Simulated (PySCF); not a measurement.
Computed IR spectrum (relative IR intensity) of a molecule C4H2BrCl. Geometry optimised at PBE-D3(BJ)/def2-SVP. The values are those of a single conformer. Calculation: PBE-D3(BJ)/def2-SVP run with PySCF 2.14.0. Frequencies are harmonic and unscaled.

ν (cm⁻¹): 288 (vw), 439 (vw), 476 (w), 570 (m), 608 (m), 659 (m), 790 (w), 882 (vs), 1030 (w), 1211 (w), 1586 (m), 3091 (w), 3407 (s) (against the strongest line: vs over 80 %, s over 45 %, m over 15 %, w over 4 %, vw less)

**Question.** Which structure fits?
(A) C#C/C=C(/Cl)Br
(B) C#C/C(Cl)=C\Br
(C) C#C/C(Br)=C\Cl

**Answer.** A, C#C/C=C(/Cl)Br
